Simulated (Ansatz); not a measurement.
A run for Ansatz (an electronic-structure program): R-wB97X-V/def2-TZVPPD on B2H6O2 (a complex), monomers drawn apart or pushed together. Files ending in .json are basis or fitting sets from the Basis Set Exchange.

Ansatz 0.2 input:
```yaml
crystal:
  periodic: [false, false, false]
  atoms:
    - {symbol: B, position_ang: [-0.78249207, 0.03356036, -0.55957221]}
    - {symbol: O, position_ang: [-0.05463652, 0.10726250, 0.58399616]}
    - {symbol: H, position_ang: [-1.92537720, -0.27307727, -0.44197787]}
    - {symbol: H, position_ang: [-0.26913211, 0.27111895, -1.61051570]}
    - {symbol: H, position_ang: [0.86929821, 0.35718925, 0.46689350]}
    - {symbol: B, position_ang: [0.83565654, 0.00177501, 3.67374823]}
    - {symbol: O, position_ang: [-0.39540721, -0.25372594, 3.20145488]}
    - {symbol: H, position_ang: [1.01360053, -0.07803676, 4.85124154]}
    - {symbol: H, position_ang: [1.72659971, 0.30194093, 2.92265196]}
    - {symbol: H, position_ang: [-0.45883615, -0.16791743, 2.23528503]}
basis:
  gaussian:
    orbitals: def2-TZVPPD.json
hamiltonian:
  xc: {name: wB97X-V}
scf: {lower_state_search: off}
```

Program output:

```
WARN ansatz: RAYON_NUM_THREADS=1 ignored (pool sized by the plan → 1); use --threads N
Functional definition: wB97X-V
these checks for a lower state are left out or cut short: stability, starts, cluster_reference, orbital_swaps, neighbouring_geometries, increment
integrals: 0.19 GiB planned
1052 factors; their error is unknown
integrals: 0.23 GiB planned
382 factors; integrals over basis functions are off by at most 2.9e-5 eV
mean field: 1.74 GiB planned
mean field evaluation 1: about -5541.5372 eV, gradient 5.7e1 eV
mean field evaluation 2: about -5540.7196 eV, gradient 6.4e1 eV
mean field evaluation 4: about -5546.8366 eV, gradient 1.4e0 eV
mean field evaluation 8: about -5546.8457 eV, gradient 1.6e-2 eV
mean field evaluation 16: about -5546.8391 eV, gradient 2.1e-5 eV
mean field -5546.83910968 eV, -203.8425774980 hartree, gradient 7.2e-6 eV, S^2 0.000000; 0 other end points of the search recorded, 0 dependent functions left out
reference -5546.83910672 eV, -203.8425773893 hartree; 16, 16 occupied and 240, 240 virtual orbitals, 1052 factors
Total energy: -5546.83910672 eV, -203.8425773893 hartree
Checks for a lower state left out: stability, starts, cluster_reference, orbital_swaps, neighbouring_geometries, increment
```

The run converged.

Cost: about 8 core-seconds (a rough figure).
